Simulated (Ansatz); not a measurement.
`[Cl][Al]([Cl])[GeH3]` + CH₃NH₂ → `C[NH][Al]([Cl])[Cl]` + GeH₄  (cleavage of the Al–Ge bond)

Calculated with Ansatz (gas phase, PBE0-D4/def2-TZVP geometries, no zero-point term in ΔE). CBS: MP2 limit from def2 TZ/QZ plus the TZ coupled-cluster correction, frozen cores. DFT in def2-TZVPP. For Ge outer-core shells are correlated without core-valence functions, which leaves a few kJ/mol of doubt a bond. Scalar relativity is left out up to krypton. Each species was taken in one conformer, which may not be the lowest.

`[Cl][Al]([Cl])[GeH3]`:

Cartesian coordinates in Å:
```
Cl -0.019 0.580 2.928
Al 0.112 0.980 0.881
Cl 0.422 2.969 0.321
Ge -0.093 -0.827 -0.769
H 0.995 -1.887 -0.530
H -1.461 -1.517 -0.628
H 0.043 -0.298 -2.204
```

CH₃NH₂:

```xyz
7

C    -0.400    0.344    0.211
N     0.813   -0.390   -0.106
H    -1.281    0.081   -0.392
H    -0.219    1.414    0.087
H    -0.656    0.184    1.261
H     1.074   -0.247   -1.073
H     0.669   -1.385    0.012
```

`C[NH][Al]([Cl])[Cl]`:

Cartesian coordinates in Å:
```
C 0.463 -1.046 0.690
N -0.442 0.042 0.376
Al -0.355 1.186 -0.944
Cl 1.206 1.074 -2.319
Cl -1.816 2.658 -1.136
H 1.272 -1.080 -0.041
H -0.041 -2.019 0.665
H 0.920 -0.927 1.679
H -1.206 0.113 1.030
```

GeH₄:

Cartesian coordinates in Å:
```
Ge 0.000 0.000 0.000
H 0.049 -1.413 0.594
H -0.702 0.944 0.984
H -0.776 -0.028 -1.323
H 1.429 0.498 -0.256
```

```tsv
level	ΔE (kcal/mol)	difference from CCSD(T)/CBS
LDA (SPW92)	-13.3	1.3
revPBE-D4	-12.4	2.2
BLYP-D4	-14.7	-0.1
r2SCAN-D4	-15.0	-0.4
r2SCAN	-14.8	-0.2
RPA@PBE/def2-TZVPP	-15.2	-0.6
HF/def2-SVP	-17.4	-2.8
CCSD/def2-SVP	-16.7	-2.1
MP2/def2-TZVPP	-16.6	-2.0
SCS-MP2/def2-QZVPP	-16.7	-2.1
CCSD(T)/CBS	-14.6	0
```

Largest T1 diagnostic among the species: 0.012.

At CCSD(T), def2-SVP lies −1.9 kcal/mol from the extrapolated value and def2-TZVPP −0.7 kcal/mol. From PBE to PBE0 (25 % exact exchange), in def2-TZVPP and without D4, ΔE moves by −0.9 kcal/mol. The D4 term adds −0.8 kcal/mol with B3LYP and −0.4 kcal/mol with PBE0; it sums over pairs of atoms, weighted by their polarisabilities, and B3LYP, whose exchange is more repulsive, gets the larger term.

B3LYP here is the variant with VWN-RPA as its local correlation; programs differ in this.
